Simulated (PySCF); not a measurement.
C3H2F3, SMILES F/C=C/[C](F)F, multiplicity 2.

The structure is a stationary point at PBE0-D3(BJ)/def2-SVP. The isomer is the one that the SMILES or the coordinates give; other isomers of the formula were not compared. One conformer was computed; it need not be the lowest.

Level of theory: PySCF with PBE0-D3(BJ)/def2-SVP.

No scaling factor is applied to the harmonic values.

```json
[
 {"mode": "1", "ν (cm⁻¹)": "163", "IR (km/mol)": "3.6", "moving atoms (share of kinetic energy)": "F 70 %, C 25 %"},
 {"mode": "2", "ν (cm⁻¹)": "177", "IR (km/mol)": "1.8", "moving atoms (share of kinetic energy)": "C 52 %, F 37 %, H 11 %"},
 {"mode": "3", "ν (cm⁻¹)": "212", "IR (km/mol)": "0.0", "moving atoms (share of kinetic energy)": "C 57 %, F 25 %, H 18 %"},
 {"mode": "4", "ν (cm⁻¹)": "381", "IR (km/mol)": "1.4", "moving atoms (share of kinetic energy)": "C 78 %, H 14 %, F 9 %"},
 {"mode": "5", "ν (cm⁻¹)": "398", "IR (km/mol)": "2.4", "moving atoms (share of kinetic energy)": "F 78 %, C 19 %"},
 {"mode": "6", "ν (cm⁻¹)": "486", "IR (km/mol)": "1.4", "moving atoms (share of kinetic energy)": "F 50 %, C 40 %, H 11 %"},
 {"mode": "7", "ν (cm⁻¹)": "602", "IR (km/mol)": "16.6", "moving atoms (share of kinetic energy)": "H 60 %, C 39 %"},
 {"mode": "8", "ν (cm⁻¹)": "618", "IR (km/mol)": "2.1", "moving atoms (share of kinetic energy)": "F 73 %, C 25 %"},
 {"mode": "9", "ν (cm⁻¹)": "859", "IR (km/mol)": "43.3", "moving atoms (share of kinetic energy)": "H 85 %, C 15 %"},
 {"mode": "10", "ν (cm⁻¹)": "942", "IR (km/mol)": "93.3", "moving atoms (share of kinetic energy)": "F 43 %, C 37 %, H 20 %"},
 {"mode": "11", "ν (cm⁻¹)": "1172", "IR (km/mol)": "83.5", "moving atoms (share of kinetic energy)": "C 69 %, F 18 %, H 13 %"},
 {"mode": "12", "ν (cm⁻¹)": "1188", "IR (km/mol)": "120.1", "moving atoms (share of kinetic energy)": "H 52 %, C 29 %, F 19 %"},
 {"mode": "13", "ν (cm⁻¹)": "1274", "IR (km/mol)": "16.6", "moving atoms (share of kinetic energy)": "H 75 %, C 16 %, F 9 %"},
 {"mode": "14", "ν (cm⁻¹)": "1406", "IR (km/mol)": "206.3", "moving atoms (share of kinetic energy)": "C 73 %, F 21 %"},
 {"mode": "15", "ν (cm⁻¹)": "1528", "IR (km/mol)": "25.1", "moving atoms (share of kinetic energy)": "C 74 %, H 19 %"},
 {"mode": "16", "ν (cm⁻¹)": "1645", "IR (km/mol)": "220.3", "moving atoms (share of kinetic energy)": "C 89 %"},
 {"mode": "17", "ν (cm⁻¹)": "3239", "IR (km/mol)": "4.8", "moving atoms (share of kinetic energy)": "H 92 %, C 8 %"},
 {"mode": "18", "ν (cm⁻¹)": "3251", "IR (km/mol)": "6.7", "moving atoms (share of kinetic energy)": "H 92 %, C 8 %"}
]
```
